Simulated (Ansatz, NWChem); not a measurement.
C2H5Br (bromoethane): from total energies to a heat of formation

C2H5Br has 8 atoms, charge 0, and is taken as a singlet. SMILES: `CCBr`. Geometry: relaxed at PBE0-D4/def2-TZVP.

| atom | x (Å) | y (Å) | z (Å) |
| --- | --- | --- | --- |
| C | -0.4291 | 0.5901 | -0.3288 |
| C | 0.2430 | -0.6392 | 0.2225 |
| Br | 1.9945 | -0.2234 | 0.9724 |
| H | -1.4062 | 0.3164 | -0.7393 |
| H | 0.1629 | 1.0404 | -1.1267 |
| H | -0.5828 | 1.3393 | 0.4490 |
| H | 0.4288 | -1.3903 | -0.5425 |
| H | -0.3189 | -1.0906 | 1.0376 |

Total energies at M06-L/6-31G* (spherical functions) (NWChem 7.3.0); the atoms run unrestricted:

| species | state | energy (Eh) |
| --- | --- | --- |
| C2H5Br | singlet | -2652.953502 |
| C | triplet | -37.835101 |
| Br | doublet | -2573.701083 |
| H | doublet | -0.501808 |

Harmonic wavenumbers at PBE0-D4/def2-TZVP, in cm⁻¹: 260, 288, 589, 772, 985, 1037, 1092, 1265, 1277, 1406, 1476, 1480, 1490, 3050, 3109, 3127, 3142, 3177.

Measured heats of formation of the gaseous atoms at 298.15 K, in kJ/mol: C 716.9, Br 111.9, H 218.0. Spin-orbit lowering of the atoms at 298 K (mean of the ground term's levels less their thermal mean, from spectra), in kJ/mol: C 0.02, Br 14.69. Take 1 Eh = 2625.50 kJ/mol, 1 cm⁻¹ = 0.0119627 kJ/mol, RT = 2.479 kJ/mol.

Problem. Work out the heat of formation of the gas at 298 K.

Solution. 
1. Electronic atomisation energy: 2 × (-37.835101) + (-2573.701083) + 5 × (-0.501808) − (-2652.953502) = 1.073177 Eh = 2817.6 kJ/mol.
2. Zero-point energy: half the sum of the wavenumbers, 14511 cm⁻¹ = 173.6 kJ/mol.
3. Thermal vibrational enthalpy, Σ hcν̃/(exp(hcν̃/kT) − 1): 3.4 kJ/mol. Translation, rotation and pV of a non-linear molecule: 4 RT = 9.9 kJ/mol.
4. The 8 free atoms carry 5/2 RT each: 49.6 kJ/mol.
5. Spin-orbit coupling lowers the free atoms by 2 × 0.02 + 14.69 = 14.7 kJ/mol.
6. Atomisation enthalpy at 298 K: 2817.6 − 14.7 − 173.6 − 3.4 − 9.9 + 49.6 = 2665.6 kJ/mol.
7. Sum of the atoms' heats of formation: 2635.7 kJ/mol. Heat of formation: 2635.7 − 2665.6 = -29.9 kJ/mol.

The tabulated value is -63.1 kJ/mol (Active Thermochemical Tables), so this level is off by +33.2 kJ/mol, or 1.2 % of the atomisation enthalpy. Relativity is left out. Anharmonicity and any spin-orbit splitting of the molecule are left out.
